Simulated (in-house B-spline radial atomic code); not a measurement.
# PBEsol excitations of As VI (As5+)

Method: PBEsol. Computed with an all-electron radial atomic-structure program (B-spline basis): linear response of the closed shell [Ar] 3d10 with the functional's adiabatic kernel; scalar-relativistic (spin-free one-electron X2C), finite nucleus, no spin-orbit coupling, no double excitations, S, P, D and F terms only. Only terms of natural parity with L up to 3 were computed.

Command:
```bash
python run_td.py task.json out
```
Settings (radii: box in bohr, nucleus in fm):
```
Z                        33
electrons                28
configuration            [Ar] 3d10
hamiltonian              x2c
method                   pbesol
box_radius               16.35
rms_radius               4.0968
intervals                71
```

Run time, properties included: 1.5 s on 1 thread of Arm Neoverse N1 (shared host).

The lowest states, in the order of their Tamm-Dancoff energies; the method's threshold (minus the highest occupied level) is 107.17 eV. Labels give the largest channel, * marks a mixed state, and oscillator strengths are full-response dipole values. Semilocal kernels can invert the small singlet-triplet splittings of Rydberg terms. Energies in eV:

```csv
state,full response,Tamm-Dancoff,oscillator strength
3d → 4s 3D,37.01,37.02,-
3d → 4s 1D,37.73,37.74,-
3d → 4p 3P,50.08,50.10,-
3d → 4p 3F,50.30,50.31,-
3d → 4p 1F,50.77,50.78,-
3d → 4p 1P,51.87,51.94,0.552
3d → 4d 3S,68.82,68.86,-
3d → 4d 3D,?,?,-
3d → 4d 1D,?,?,-
3d → 5s 3D,74.98,74.98,-
```

(1) Where does 3d → 4d 1D lie?

(2) Where does 3d → 4d 3D lie?

(3) How large is the singlet-triplet splitting of 3d → 4s (D terms) in Tamm-Dancoff?

(4) What polarisabilities and dispersion coefficient does the method give?

Answers

(1) At 70.30 eV in full response, 70.32 eV in Tamm-Dancoff.

(2) At 69.69 eV in full response, 69.70 eV in Tamm-Dancoff.

(3) 0.714 eV, from the unrounded values.

(4) Dipole 0.5636 bohr³, quadrupole 0.6647 bohr⁵, C6 0.9393 hartree·bohr⁶ for two such species.
